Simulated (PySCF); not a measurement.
C2H6FNbS, SMILES [CH3][Nb](=[S])([F])[CH3], multiplicity 1.

The structure is a stationary point at B3LYP-D3(BJ)/def2-SVP. The spin state was assumed, not searched. The def2 effective core potentials stand for the cores of Nb; spin–orbit coupling is left out.

Two levels are set side by side: PBE/def2-TZVP (PySCF) and CAM-B3LYP/def2-TZVP (PySCF). Same geometry, gas phase. Differences are taken from unrounded values.

```tsv
quantity	CAM-B3LYP
orbital gap (eV)	7.61
highest occupied level (eV)	-9.03
lowest empty level (eV)	-1.42
dipole moment (D)	2.98
mean polarisability (bohr³)	86.8
```

Question: What does PBE give, and how far is it from CAM-B3LYP? (The exact figures need the calculation; the answer reports its results.)

Answer: 
| quantity | PBE | PBE minus CAM-B3LYP |
|---|---|---|
| orbital gap (eV) | 3.29 | -4.32 |
| highest occupied level (eV) | -6.64 | 2.40 |
| lowest empty level (eV) | -3.35 | -1.93 |
| dipole moment (D) | 2.76 | -0.22 |
| mean polarisability (bohr³) | 89.9 | 3.2 |

Without exact exchange PBE keeps part of each electron's self-repulsion, which lifts occupied levels and narrows the gap. Loosely held outer electrons make PBE densities more polarisable. Differences between two approximate levels are no errors against the true value.

Rough cost on one machine, each run with all the roots and properties that it gave: CAM-B3LYP against PBE within a factor of 2.
